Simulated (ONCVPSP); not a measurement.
**Cutoff test, nitrogen (N), ONCV**

- Element: nitrogen
- Generator: ONCVPSP 4.0.1
- Type: optimised norm-conserving Vanderbilt (ONCV)
- Functional: PBE
- Relativity: scalar-relativistic
- Frozen core: [He]
- Valence charge: 5
- Reference configuration: 2s2 2p2.5 (charge +0.5)
- Partial waves: 2s: rc 1.10 bohr, ncon 4, nbas 7, qcut 5.7 1/bohr, 2 projectors, debl 1.3 Ha; 2p: rc 1.85 bohr, ncon 5, nbas 8, qcut 7.5 1/bohr, 1 projector; d scattering state at 0.15 Ha: rc 1.85 bohr, ncon 4, nbas 9, qcut 5.1 1/bohr, 2 projectors, debl 2.6 Ha
- Local potential: polynomial inside 0.80 bohr (lpopt 4, dvloc0 2 Ha)
- Core correction: Teter function, fcfact 3.5, rcfact 1.7

Task: For each optimised wave give the share of its norm inside rc, the residual kinetic energy above qcut (Ha) and the cutoffs (Ha) for errors of 10, 1, 0.1 and 0.01 mHa per electron.

Result:

```json
{"wave": "2s", "norm inside rc": "0.431", "residual KE": "6.1e-03", "10 mHa": "14.0", "1 mHa": "67.7", "0.1 mHa": "96.6", "0.01 mHa": "115.2"}
{"wave": "s projector 2", "norm inside rc": "0.100", "residual KE": "2.7e-03", "10 mHa": "10.5", "1 mHa": "19.9", "0.1 mHa": "66.3", "0.01 mHa": "132.2"}
{"wave": "2p", "norm inside rc": "0.789", "residual KE": "1.2e-05", "10 mHa": "16.1", "1 mHa": "21.1", "0.1 mHa": "24.8", "0.01 mHa": "29.8"}
{"wave": "d projector 1", "norm inside rc": "0.028", "residual KE": "7.6e-06", "10 mHa": "1.7", "1 mHa": "5.0", "0.1 mHa": "8.9", "0.01 mHa": "12.5"}
{"wave": "d projector 2", "norm inside rc": "0.166", "residual KE": "3.1e-03", "10 mHa": "10.6", "1 mHa": "15.0", "0.1 mHa": "46.1", "0.01 mHa": "105.2"}
```

The occupied waves need 68 Ha and 97 Ha for 1 and 0.1 mHa. Its largest configuration-test error is +1415 meV.
